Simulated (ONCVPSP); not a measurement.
# Se: ONCV pseudisation with LDA (Perdew-Wang 92), scalar-relativistic reference atom.

* Element: Se (Z = 34)
* Generator: ONCVPSP 4.0.1
* Type: optimised norm-conserving Vanderbilt (ONCV)
* Functional: LDA (Perdew-Wang 92)
* Relativity: scalar-relativistic
* Frozen core: [Ar] 3d10
* Valence charge: 6
* Reference configuration: 4s2 4p4
* Partial waves: 4s: rc 1.50 bohr, ncon 4, nbas 7, qcut 4.7 1/bohr, 3 projectors, debl 1 Ha; 4p: rc 1.65 bohr, ncon 4, nbas 7, qcut 6 1/bohr, 3 projectors, debl 0.6 Ha; d scattering state at 0.03 Ha: rc 1.50 bohr, ncon 4, nbas 8, qcut 6.9 1/bohr, local
* Local potential: the d channel
* Core correction: Teter function fitted to the true core (icmod 2), fcfact 0.25

All-electron outer shells of the reference configuration (LDA (PZ), scalar-relativistic, ld1.x):

| shell | level (eV) | outermost node (bohr) | outermost maximum (bohr) |
| --- | --- | --- | --- |
| 3p | -152.70 | 0.21 | 0.50 |
| 3d | -53.39 | – | 0.45 |
| 4s | -17.49 | 0.70 | 1.51 |
| 4p | -6.66 | 0.74 | 1.80 |

Q: Estimate the cutoffs (Ha) at which the residual kinetic energy of the hardest occupied pseudo-wave falls to 1 and 0.1 mHa per electron.

A: 12 Ha and 39 Ha.

Q: Does the potential have ghost states?

A: Ghosts flagged at negative energy: s at -149.1 eV, p at -126.9 eV; GHOST(+) flagged for s at 384.9 eV, p at 525.3 eV. A true bound ghost makes a file unfit for plane-wave use.

Q: Tests: 4s2 4p3; 4s2 4p2; 4s2 4p1; 4s1 4p4. Which has the largest error in its energy relative to the reference configuration, and how large is it?

A: 4s2 4p1, with -29 meV (all-electron minus pseudo) on +62.71 eV.
